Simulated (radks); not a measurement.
Ta65+, 8 electrons, occupied as [He] 2s2 2p4 (the NIST ground configuration). All-electron calculation, Dirac Kohn-Sham, PBE, spin-unpolarised, spherical densities, finite nucleus; open shells fill j = l - 1/2 first; Fermi nuclear charge, rms radius 5.3507 fm. Program: a radial shooting solver on a logarithmic mesh with Libxc functionals.

Normalised radial functions P(r) = r R(r) (large component), r in bohr:

```
   r/bohr * 2s1/2, o 2p1/2, + 2p3/2 (the largest magnitude, 3.76, reaches the edge; | marks zero, & curves that meet)
 0.001463                             +o    *
 0.001773                             +o     *
 0.002148                             +o      *
 0.002582                             +o       *
 0.003129                             |+o       *
 0.003761                             |+o        *
 0.004557                             |+ o        *
 0.005477                             | +o         *
 0.006637                             | + o         *
 0.008042                             |  +  o       *
 0.009666                             |    + o      *
  0.01171                             |     +  o   *
  0.01408                             |       +  &
  0.01706                             |       * +   o
  0.02067                             |   *        +   o
  0.02484                            *|               +   o
   0.0301                     *       |                   +  o
  0.03618               *             |                      + o
  0.04384         *                   |                        + o
  0.05312    *                        |                         +o
  0.06386  *                          |                         &
  0.07737   *                         |                     o+
    0.093       *                     |                 o+
   0.1127             *               |           o +
   0.1355                  *          |       o+
   0.1641                       *     |   o+
   0.1989                           * | &
    0.239                            *|&
```

2s1/2: eigenvalue -17375.6 eV, 1 radial node at r = 0.0237 bohr, <r> = 0.0764 bohr, 90 % of the charge inside 0.119 bohr. 2p1/2: eigenvalue -17017.3 eV, 0 radial nodes, <r> = 0.0630 bohr, 90 % of the charge inside 0.104 bohr. 2p3/2: eigenvalue -15663.7 eV, 0 radial nodes, <r> = 0.0703 bohr, 90 % of the charge inside 0.113 bohr.
